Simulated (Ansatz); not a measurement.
CH8AlBSi, SMILES `[AlH2][CH2]B[SiH3]`, 12 atoms. The species carries charge 0 and has multiplicity 1. All runs use 2 threads of an Arm Neoverse V2 on a shared host. Correlated methods freeze the cores.

Q: How many basis functions does each run have, and how long does it take in Ansatz? RKS PBE0-D4/def2-TZVP frequencies; RHF-CCSD(T)/def2-TZVPP energy; RKS ωB97M-V/def2-QZVPP energy; RKS PBE-QIDH (frozen core)/def2-TZVPP energy; RKS PBE0-D4/def2-SVP energy; RKS PBE0-D4/def2-QZVPP energy; RHF-CCSD(T)/def2-SVP energy; RKS B2PLYP (frozen core)/def2-TZVPP energy; RKS r2SCAN-D4/def2-TZVPP energy and forces; direct RPA on PBE orbitals/def2-TZVPP energy; RKS PBE0-D4/def2-TZVP relaxation (26 steps); RKS B97M-V/def2-TZVPP energy. (Estimate.)

A: Computed: Other jobs shared the machine, so times are rough.

```json
{"level": "RKS PBE0-D4/def2-SVP", "job": "energy", "functions": "104", "wall time": "1.5 s", "peak host memory (GiB)": "0.22"}
{"level": "RHF-CCSD(T)/def2-SVP", "job": "energy", "functions": "104", "wall time": "4.2 s", "peak host memory (GiB)": "0.41"}
{"level": "direct RPA on PBE orbitals/def2-TZVPP", "job": "energy", "functions": "258", "wall time": "7 s", "peak host memory (GiB)": "0.59"}
{"level": "RKS r2SCAN-D4/def2-TZVPP", "job": "energy and forces", "functions": "258", "wall time": "7.5 s", "peak host memory (GiB)": "0.36"}
{"level": "RKS B2PLYP (frozen core)/def2-TZVPP", "job": "energy", "functions": "258", "wall time": "8 s", "peak host memory (GiB)": "0.64"}
{"level": "RKS PBE-QIDH (frozen core)/def2-TZVPP", "job": "energy", "functions": "258", "wall time": "8 s", "peak host memory (GiB)": "0.64"}
{"level": "RKS B97M-V/def2-TZVPP", "job": "energy", "functions": "258", "wall time": "16 s", "peak host memory (GiB)": "0.42"}
{"level": "RKS PBE0-D4/def2-QZVPP", "job": "energy", "functions": "494", "wall time": "30 s", "peak host memory (GiB)": "1.6"}
{"level": "RKS ωB97M-V/def2-QZVPP", "job": "energy", "functions": "494", "wall time": "36 s", "peak host memory (GiB)": "2"}
{"level": "RKS PBE0-D4/def2-TZVP", "job": "relaxation (26 steps)", "functions": "184", "wall time": "120 s", "peak host memory (GiB)": "0.45"}
{"level": "RKS PBE0-D4/def2-TZVP", "job": "frequencies", "functions": "184", "wall time": "3.6 min", "peak host memory (GiB)": "0.44"}
{"level": "RHF-CCSD(T)/def2-TZVPP", "job": "energy", "functions": "258", "wall time": "9.1 min", "peak host memory (GiB)": "2.2"}
```
